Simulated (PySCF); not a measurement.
**Dipole moment and polarisability of AlEt2Cl**

AlEt2Cl, C4H10AlCl.
Structure used (PBE0-D3(BJ)/def2-SVP), in Å, numbered top down from 1:
```xyz
16
C4H10AlCl angstrom
Al    -0.1330   -0.2760   -0.0822
C      1.7704   -0.3921    0.3550
C      2.2280   -1.6224    1.1390
H      2.0693    0.5389    0.8705
H      2.2981   -0.3476   -0.6188
H      3.3229   -1.6526    1.2629
H      1.7891   -1.6474    2.1494
H      1.9261   -2.5577    0.6424
C     -1.1707    1.3618   -0.3351
C     -2.5046    1.2276   -1.0686
H     -0.5226    2.1164   -0.8181
H     -1.3382    1.7643    0.6842
H     -3.0565    2.1812   -1.1063
H     -2.3674    0.8908   -2.1083
H     -3.1603    0.4868   -0.5850
Cl    -1.1850   -2.1062   -0.3145
```

Level: CAM-B3LYP/def2-SVPD (PySCF), static field, nuclei fixed, core orbitals frozen in the response. The polarisability tensor in these axes (au):

```
x   96.58 -5.05  8.84
y   -5.05 92.00 -3.33
z    8.84 -3.33 75.70
```

**Question.** Give the principal values, the mean and the anisotropy Δα = √{½[(α1 − α2)² + (α2 − α3)² + (α1 − α3)²]}.

**Answer.** Principal values 72.36, 88.93 and 102.99 au; mean 88.09 au = 13.05 Å³ = 14.52 × 10⁻⁴⁰ C²·m²/J; Δα = 26.56 au (30 % of the mean).

**Question.** What is the dipole moment, and where does it point?

**Answer.** (1.15, 1.96, 0.25) D, 2.29 D in size, pointing from the negative to the positive side. Measured along this direction, the outermost atoms are Cl16 at the negative end and H4 at the positive end.

**Question.** In a dilute gas of rigid molecules at 250 K, how does the orientational term μ²/3kT compare with the electronic polarisability?

**Answer.** In Gaussian units μ²/3kT = 50.54 Å³ against 13.05 Å³, a ratio of 3.87; the Debye molar polarisation (4π/3)N_A(α + μ²/3kT) is 160.4 cm³/mol, leaving out the vibrational part.

**Question.** Directions of the eigenvectors, and the extent of the frame along each?

**Answer.** Largest value along (0.82, -0.47, 0.32), where the nuclei span 7.81 Å; middle along (0.47, 0.88, 0.09), 3.97 Å; least along (-0.33, 0.08, 0.94), 2.68 Å. The response follows the extents in order.

**Question.** What would n − 1 = 2πNα be for an ideal gas of these molecules at 298.15 K and 1 atm, electronic part alone?

**Answer.** N = p/kT = 2.4615 × 10¹⁹ cm⁻³, so n − 1 = 2π × N × 13.05 × 10⁻²⁴ cm³ = 2019 × 10⁻⁶ at long wavelengths, for an ideal gas.

The structure is a single PBE0-D3(BJ)/def2-SVP conformer in the gas phase; no vibrational or solvent corrections.
